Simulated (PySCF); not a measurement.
SnBr, SMILES [Br][Sn] (connectivity only; charge and spin as stated), neutral, multiplicity 2. Geometry optimised at B3LYP-D3(BJ)/def2-TZVP. The spin state was assumed, not searched. The def2 effective core potentials stand for the cores of Sn; spin–orbit coupling is left out.

These are B3LYP-D3(BJ)/def2-TZVP in PySCF values and carry that method's errors.

Harmonic wavenumbers (cm⁻¹): 233. Rotational constants (GHz): 1.632 (linear); symmetry number 1.

Task: Work out the zero-point energy and the ideal-gas rigid-rotor harmonic-oscillator thermochemistry at 298.15 K and 1 atm.

Result: ZPE = ½ Σ hcν = ½ × 233 cm⁻¹ = 1.40 kJ/mol. H − E(el) = 11.41 kJ/mol. Entropy in J/(mol K): translation 174.74, rotation 76.86, vibration 7.76, spin 5.76, total 265.12. G − E(el) = -67.63 kJ/mol. Cp = 36.59 J/(mol K).
